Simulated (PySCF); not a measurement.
Ligands exchanged one at a time, Al OH-I. All species are isolated molecules in the gas phase. One relaxed conformer stands for each flexible species; it need not be the lowest. Strings in code marks are SMILES.

The numbers are results of B3LYP-D3(BJ)/def2-TZVP in PySCF, not measurements. B3LYP has the VWN-RPA correlation part, as in Gaussian. Excitations are Tamm–Dancoff values on a coarser integration grid. The basis has no diffuse functions, so Rydberg states are missing or too high.

```csv
species,S1 excitation (TDA) (eV),HOMO–LUMO gap (eV),HOMO (eV),S1 oscillator strength
0 of 3 OH replaced by I (`[OH][Al]([OH])[OH]`),6.72,7.93,-8.73,0.000
"1 of 3 OH replaced by I (`[Al]([I])([OH])[OH]` (H–O–Al–I torsion 0°, I–Al–O–H torsion 0°))",…,6.41,…,…
2 of 3 OH replaced by I (`[Al]([I])([OH])[I]` (H–O–Al–I torsion 180°)),4.89,…,-7.52,0.018
3 of 3 OH replaced by I (`[I][Al]([I])[I]`),4.38,5.26,-7.47,0.000
```

Question: Some entries are withheld; supply them.

Answer: 
- 1 of 3 OH replaced by I (`[Al]([I])([OH])[OH]` (H–O–Al–I torsion 0°, I–Al–O–H torsion 0°)), S1 excitation (TDA) (eV): 5.45
- 1 of 3 OH replaced by I (`[Al]([I])([OH])[OH]` (H–O–Al–I torsion 0°, I–Al–O–H torsion 0°)), HOMO (eV): -7.66
- 1 of 3 OH replaced by I (`[Al]([I])([OH])[OH]` (H–O–Al–I torsion 0°, I–Al–O–H torsion 0°)), S1 oscillator strength: 0.031
- 2 of 3 OH replaced by I (`[Al]([I])([OH])[I]` (H–O–Al–I torsion 180°)), HOMO–LUMO gap (eV): 5.81
